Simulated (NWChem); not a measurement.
# RbCl; SMILES [Rb][Cl]

Results from NWChem. Coordinates come from a PBE0/def2-SVP optimisation. def2 effective core potentials on Rb; no spin-orbit coupling. Vertical excitations in the gas phase.

### Question
Predict the results for PBE/def2-SVP, full TDDFT. Quantities: lowest excitation, singlet (eV); oscillator strength of that lowest state; lowest state with f > 0.02, singlet (eV); oscillator strength of that bright state; lowest triplet (eV); orbital gap (eV).

### Answer
```
Property                                  Value
----------------------------------------  -----
lowest excitation, singlet (eV)            2.54
oscillator strength of that lowest state  0.005
lowest state with f > 0.02, singlet (eV)   2.95
oscillator strength of that bright state  0.087
lowest triplet (eV)                        2.48
orbital gap (eV)                           2.53
```
